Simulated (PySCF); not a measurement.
Correlation energy of S⁺ (sulfur, charge +1)

[Ne] 3s1 3p4, high-spin 4P determinant (an excited configuration). All numbers are calculated (PySCF 2.14, scalar relativity by spin-free X2C-1e, in x2c-TZVPPall with one added diffuse shell each of s, p, d type (6s6p4d1f, 51 functions)). Frozen: [Ne]; 5 electrons correlated.

| level | correlation energy (mhartree) |
| --- | --- |
| CCSD | -128.62 |
| (T) | -8.28 |
| CCSD(T) | -136.90 |

Diagnostics: T1 = 0.018, D1 = 0.0501, largest double amplitude 0.198.

A double-excitation amplitude exceeds 0.15, a sign of near-degeneracy.

Cost of the coupled-cluster step: roughly 1.4 core-seconds, for 5 correlated electrons.
